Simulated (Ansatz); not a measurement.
Abstraction of Br: CHBr2I + SiH2(CH3) → CHBrI + SiH2(CH3)Br

Species: CHBr2I (dibromoiodomethane) `BrC(Br)I`, singlet; SiH2(CH3), doublet; CHBrI `Br[CH]I`, doublet; SiH2(CH3)Br, singlet. A radical takes Br: the energy is the difference in strength between the C–Br bond broken and the Si–Br bond made.

Shapes, held fixed at every level: PBE0-D4/def2-TZVP. Programs: Ansatz 0.2.0. The zero-point and thermal change to 298 K, harmonic and unscaled (PBE0-D4/def2-TZVP), is -0.4 kJ/mol.

```
               level                   kind  ΔH(298 K) (kJ/mol)  less CCSD(T)/def2-TZVPP
        MP2/def2-SVP    perturbation theory              -132.7                    +16.3
      MP2/def2-TZVPP    perturbation theory              -132.3                    +16.7
         HF/def2-SVP           Hartree–Fock              -187.2                    -38.2
   PBE-D4/def2-TZVPP                    GGA              -140.6                     +8.4
r2SCAN-D4/def2-TZVPP               meta-GGA              -159.5                    -10.5
 B3LYP-D4/def2-TZVPP          global hybrid              -152.9                     -3.9
   B2PLYP/def2-TZVPP          double hybrid              -154.5                     -5.5
  CCSD(T)/def2-TZVPP  coupled cluster or CI              -149.0                      0.0
```

The highest level, CCSD(T)/def2-TZVPP, gives ΔH(298 K) = -149.0 kJ/mol; the levels span -187.2 to -132.3. The column of differences is taken from that level and isn't an error. No measured value is set beside it here. Spin contamination: CHBrI (⟨S²⟩ up to 0.78). Open shells run unrestricted. For atoms past krypton def2 sets carry core potentials with scalar relativity. Relativity is left out for Br. Outer-core shells of Br, I are correlated, in sets that cover them unevenly.
